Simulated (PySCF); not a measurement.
Stretching AgH

Set-up: PySCF, scalar-relativistic core potentials, basis sets Ag cc-pVDZ-PP with ECP28, H cc-pVDZ. Energies in eV from Ag (4d10 5s1) + H in their ground configurations at the same level. State: ¹Σ⁺ (singlet), closed shell.

All columns are PBE0. A positive dipole means Ag(−)H(+).

```tsv
R (Å)	E (eV)	μ (D)	Mulliken charge on Ag (basis-dependent)	HOMO (eV)	LUMO (eV)	Mayer bond order	⟨S²⟩
1.395	-1.846	-2.54	0.05	-6.69	-1.82	1.13	0.00
1.460	-2.082	-2.64	0.07	-6.71	-1.89	1.11	0.00
1.525	-2.217	-2.74	0.08	-6.74	-1.97	1.08	0.00
1.573	-2.266	-2.80	0.08	-6.76	-2.02	1.07	0.00
1.622	-2.280	-2.87	0.09	-6.77	-2.07	1.06	0.00
1.671	-2.266	-2.93	0.09	-6.78	-2.13	1.04	0.00
1.736	-2.214	-3.01	0.10	-6.78	-2.20	1.03	0.00
1.817	-2.107	-3.11	0.10	-6.77	-2.29	1.02	0.00
1.914	-1.938	-3.22	0.11	-6.74	-2.40	1.01	0.00
2.044	-1.675	-3.37	0.11	-6.67	-2.54	1.00	0.00
```

A fit through these points gives, at Re = 1.621 Å, μ = -2.87 D and dμ/dR = -1.29 D/Å; the reduced mass is 0.9984 u.

How strong is the fundamental in the double-harmonic approximation, I = 42.26·(dμ/dR)²/μred km/mol?

I = 42.26·(-1.29)²/0.9984 = 70.4 km/mol at PBE0.

Spin–orbit coupling is left out.
